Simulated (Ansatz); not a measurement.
Basis sets compared for Bi₂Cl₆. Charge 0, multiplicity 1. Geometry PBE-D4/def2-SVP. Ansatz on 4 threads of Arm Neoverse V1 on a shared host; times are rough, and most runs start from earlier orbitals.

Cartesian coordinates in Å:
```
Bi -0.127 -1.908 0.980
Bi 0.136 1.934 -1.008
Cl 2.499 1.587 -1.671
Cl -0.500 -1.098 -1.427
Cl -0.112 -4.342 0.430
Cl -2.467 -1.700 1.769
Cl 0.214 4.375 -0.499
Cl 0.358 1.151 1.425
```

In the def2 sets Bi takes a core potential; there is no spin–orbit coupling. Another isomer (singlet) lies 0.07 eV lower at PBE0-D4/def2-TZVP; other spin states weren't run for this one.

Binding counts from free atoms (Bi quartet, Cl doublet) in the same basis, without a counterpoise term.

```csv
level,functions,energy (Eh),HOMO (eV),LUMO (eV),binding per atom (eV),wall time
PBE-D4/def2-SVP,160,-3188.8162,-7.36,-3.74,2.62,2.4 s
PBE0-D4/def2-SVP,160,-3188.9735,-8.67,-3.20,2.43,5.5 s
```

Estimate the rows for PBE-D4/def2-TZVP (with forces), PBE0-D4/def2-TZVP.


```csv
level,functions,energy (Eh),HOMO (eV),LUMO (eV),binding per atom (eV),wall time
PBE-D4/def2-TZVP (with forces),322,-3189.8070,-7.64,-3.97,2.66,9.5 s
PBE0-D4/def2-TZVP,322,-3189.9507,-8.87,-3.35,2.49,25 s
```
